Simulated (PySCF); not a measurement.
An equivalent PySCF input for S+ (sulfur, charge +1), [Ne] 3s2 3p3, high-spin 4S determinant, with the spin-free X2C one-electron Hamiltonian (Gaussian nucleus):

```python
from pyscf import gto, scf, dft, mp, cc
import basis_set_exchange as bse
mol = gto.M(atom="S 0 0 0", charge=1, spin=3, symmetry="D2h",
            basis=gto.basis.parse(bse.get_basis("x2c-SVPall", elements=["S"], fmt="nwchem", header=False)),
            nucmod="G")
mf = dft.UKS(mol, xc="R2SCAN").sfx2c1e()
mf.irrep_nelec = {'Ag': (3, 3), 'B1u': (2, 1), 'B2u': (2, 1), 'B3u': (2, 1)}
mf.kernel()
```

It reaches the same state as the run whose output follows, with an energy that differs only through the grid. The run itself started from symmetry-adapted Hartree-Fock orbitals and held the occupation by maximum overlap, on a logarithmic radial grid, so the iterations belong to that start.

```
SCF conv_tol = 1e-09
number electrons alpha = 9  beta = 6
XC functionals = R2SCAN
    J. W. Furness, A. D. Kaplan, J. Ning, J. P. Perdew, and J. Sun.,  J. Phys. Chem. Lett. 11, 8208-8215 (2020)
    J. W. Furness, A. D. Kaplan, J. Ning, J. P. Perdew, and J. Sun.,  J. Phys. Chem. Lett. 11, 9248-9248 (2020)
    J. W. Furness, A. D. Kaplan, J. Ning, J. P. Perdew, and J. Sun.,  J. Phys. Chem. Lett. 11, 8208-8215 (2020)
    J. W. Furness, A. D. Kaplan, J. Ning, J. P. Perdew, and J. Sun.,  J. Phys. Chem. Lett. 11, 9248-9248 (2020)
cycle= 1 E= -398.644925881628  delta_E= -0.00132  |g|= 0.00516  |ddm|= 0.0483
cycle= 2 E= -398.64493180341  delta_E= -5.92e-06  |g|= 0.000353  |ddm|= 0.00489
cycle= 3 E= -398.644931887737  delta_E= -8.43e-08  |g|= 0.000103  |ddm|= 0.00105
cycle= 4 E= -398.644931892609  delta_E= -4.87e-09  |g|= 2.95e-06  |ddm|= 0.000183
cycle= 5 E= -398.644931892619  delta_E= -9.95e-12  |g|= 1.2e-07  |ddm|= 1.47e-05
converged SCF energy = -398.644931892619  <S^2> = 3.7503215  2S+1 = 4.0001608
```
